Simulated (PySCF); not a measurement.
Dipole polarisabilities along group 13, charge +2

Calculated with PySCF 2.14 for the ground configurations, without spin-orbit coupling: coupled response for Hartree-Fock and DFT. Mean α in bohr³, C₆ of like pairs in atomic units.

```json
{"species": "B²⁺ [He] 2s1 (def2-QZVPPD, non-relativistic)", "α UHF": "7.931", "α PBE": "6.959", "α PBE0": "7.179", "C₆ UHF": "11.13", "C₆ PBE": "9.223", "C₆ PBE0": "9.646"}
{"species": "Al²⁺ [Ne] 3s1 (def2-QZVPPD, non-relativistic)", "α UHF": "15.43", "α PBE": "13.63", "α PBE0": "14.17", "C₆ UHF": "43.93", "C₆ PBE": "36.50", "C₆ PBE0": "38.64"}
{"species": "Ga²⁺ [Ar] 3d10 4s1 (def2-QZVPPD, non-relativistic)", "α UHF": "12.94", "α PBE": "9.901", "α PBE0": "10.52", "C₆ UHF": "40.93", "C₆ PBE": "30.50", "C₆ PBE0": "32.41"}
{"species": "In²⁺ [Kr] 4d10 5s1 (def2-QZVPPD with the def2 core potential (28 electrons), ECP)", "α UHF": "17.52", "α PBE": "13.07", "α PBE0": "13.85", "C₆ UHF": "82.21", "C₆ PBE": "62.83", "C₆ PBE0": "65.92"}
{"species": "Tl²⁺ [Xe] 4f14 5d10 6s1 (def2-QZVPPD with the def2 core potential (60 electrons), ECP)", "α UHF": "14.64", "α PBE": "12.14", "α PBE0": "12.52", "C₆ UHF": "89.77", "C₆ PBE": "78.28", "C₆ PBE0": "79.74"}
```
